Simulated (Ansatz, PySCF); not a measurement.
Process, species as SMILES: N[SiH2][SiH2]N → [NH][SiH2][SiH2]N + H atom (the H-N bond at the site shown breaks; other sites are not compared here)
Each molecule is optimised on its own at B3LYP-D3(BJ)/def2-TZVP (Ansatz, a program for electronic structure), one conformer each, not searched for the lowest. Frequencies are from PySCF.

Wanted: bond dissociation energy (enthalpy at 298 K, with B3LYP-D3(BJ) rigid-rotor harmonic-oscillator terms), in eV. Cores are frozen in the correlated levels unless marked. Open shells are spin-unrestricted. No spin-orbit coupling. Non-relativistic. CBS marks a two-point X^-3 extrapolation of the correlation energy; Hartree-Fock from the larger set. [CCSD(T)-MP2]/basis is that difference in the basis named.

```
level                                                                 program  bond dissociation energy (eV)
-------------------------------------------------------------  --------------  -----------------------------
HF/aug-cc-pV(Q+d)Z                                                     Ansatz                           3.47
SVWN5/def2-TZVPD                                                       Ansatz                           4.92
revPBE-D4/def2-TZVPD                                           Ansatz + dftd4                           4.29
PBE0/def2-QZVPP                                                        Ansatz                           4.48
r2SCAN0/def2-TZVPD                                                     Ansatz                           4.43
MP2/6-31G*                                                             Ansatz                           4.41
RI-MP2/CBS(aug-cc-pV(T+d)Z,aug-cc-pV(Q+d)Z)                            Ansatz                           4.93
SCS-MP2/6-31G                                                          Ansatz                           4.51
RI-MP2/CBS(cc-pV(T+d)Z,cc-pV(Q+d)Z)+[CCSD(T)-MP2]/cc-pV(D+d)Z          Ansatz                           4.78
CCSD(T)/CBS(cc-pV(T+d)Z,cc-pV(Q+d)Z)                                   Ansatz                           4.73
```
